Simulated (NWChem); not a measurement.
System: BI₃; SMILES IB(I)I

Here is an NWChem input.

```
start job
memory heap 200 mb stack 900 mb global 1100 mb
geometry units angstroms noautoz
  B      0.000000     0.000000    -0.000886
  I      0.546403     2.048308    -0.000866
  I      1.500685    -1.497353    -0.000866
  I     -2.047088    -0.550955    -0.000866
end
basis spherical
  B library def2-svp
  I library def2-svp
end
ecp
  I library def2-ecp
end
dft
  xc xctpssh
  iterations 150
  mulliken
end
task dft energy
```

Coordinates come from a PBE0/def2-SVP optimisation. def2 effective core potentials on I; no spin-orbit coupling.

### Question
Give the results of this calculation. (TPSSh/def2-SVP with def2 effective core potentials on I.) Quantities: energy (Ha); highest occupied level (eV); orbital gap (eV).

### Answer
```json
{
  "energy (Ha)": "-917.74",
  "highest occupied level (eV)": "-6.76",
  "orbital gap (eV)": "3.89"
}
```
